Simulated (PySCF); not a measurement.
CH₉BSi₂.
Geometry (PBE0-D3(BJ)/def2-SVP, Å), atoms numbered from 1 in this order:
```
atom  x, y, z in Å
B1    -1.7278    0.8821   -0.4625
C2    -1.4140   -0.4915    0.1535
Si3    0.3545   -0.9147   -0.4370
Si4    1.8932    0.7588    0.1481
H5    -1.3926    1.8990    0.1053
H6    -2.2350    0.9744   -1.5580
H7    -2.0395   -1.3266   -0.1989
H8    -1.3364   -0.4948    1.2529
H9     0.3740   -1.1122   -1.9193
H10    0.7600   -2.2039    0.2065
H11    1.7545    1.0896    1.6008
H12    3.2903    0.2899   -0.1065
H13    1.6502    1.9996   -0.6505
```

Jobs on this species (13 atoms, 48 electrons) with PySCF (density fitting). Hardware of each: Arm Neoverse V1, one thread, shared host. Times come from a shared host and carry two figures at best. Peak memory is the resident size of the whole Python process, interpreter and libraries included.

| level and settings | work | basis functions | SCF cycles | wall time | peak memory |
| --- | --- | --- | --- | --- | --- |
| delta-SCF UKS B3LYP, pcX-2 on the ionised atom, pcseg-1 elsewhere, spin-free X2C | ΔSCF core ionisation, 6 holes | 151 | ? | ? | ? |
| delta-SCF UKS PBE, pcX-2 on the ionised atom, pcseg-1 elsewhere, spin-free X2C | ΔSCF core ionisation, 6 holes | 151 | ? | ? | ? |
| delta-SCF UKS SCAN, pcX-2 on the ionised atom, pcseg-1 elsewhere, non-relativistic | ΔSCF core ionisation, 6 holes | 151 | 78 | 33 s | 0.50 GiB |
| delta-SCF UKS HF, pcX-2 on the ionised atom, pcseg-1 elsewhere, spin-free X2C | ΔSCF core ionisation, 6 holes | 151 | 74 | 22 s | 0.49 GiB |
| PBE0-D3(BJ)/def2-SVP, grid level 1 | geometry optimisation from a GFN2-xTB start shaken at random | 109 | 69 | 52 s | 0.45 GiB |
| delta-SCF UKS PBE0, pcX-2 on the ionised atom, pcseg-1 elsewhere, spin-free X2C | ΔSCF core ionisation, 6 holes | 151 | 72 | 40 s | 0.62 GiB |
| delta-SCF UKS SCAN, pcX-1 on the ionised atom, pcseg-1 elsewhere, spin-free X2C | ΔSCF core ionisation, 6 holes | 131 | 79 | 28 s | 0.49 GiB |
| delta-SCF UKS SCAN, def2-TZVP on the ionised atom, pcseg-1 elsewhere, spin-free X2C | ΔSCF core ionisation, 6 holes | 128 | 78 | 33 s | 0.49 GiB |
| delta-SCF UKS SCAN, pcX-2 on the ionised atom, pcseg-1 elsewhere, spin-free X2C | ΔSCF core ionisation, 6 holes | 151 | 79 | 35 s | 0.49 GiB |

Problem. Fill in the missing figures.

Solution. 
- delta-SCF UKS B3LYP, pcX-2 on the ionised atom, pcseg-1 elsewhere, spin-free X2C; ΔSCF core ionisation, 6 holes: 39 s, 0.57 GiB, 73 SCF cycles
- delta-SCF UKS PBE, pcX-2 on the ionised atom, pcseg-1 elsewhere, spin-free X2C; ΔSCF core ionisation, 6 holes: 23 s, 0.52 GiB, 80 SCF cycles

Problem. What do all jobs in the table cost together?

Solution. About 5.1 min; the longest takes about 17 % of that, and about 2.4 times as long as the shortest.
